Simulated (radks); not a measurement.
Neutral promethium is in [Xe] 4f5 6s2. All-electron calculation, scalar-relativistic Kohn-Sham, r2SCAN, spin-polarised, spherical densities, finite nucleus; meta-GGA in the generalised Kohn-Sham scheme; Fermi nuclear charge, rms radius of each element as measured or else 0.836 A^(1/3) + 0.57 fm. Program: a radial shooting solver on a logarithmic mesh with Libxc functionals. Open shells are filled with parallel spins first. One electron is removed from 6s, 5s, 5p, 4f in turn, with full relaxation. Which removal costs least, and what does each cost?

Answer. 6s 5.191 eV; 4f 10.044 eV; 5p 26.767 eV; 5s 46.347 eV. The 6s electron leaves first.
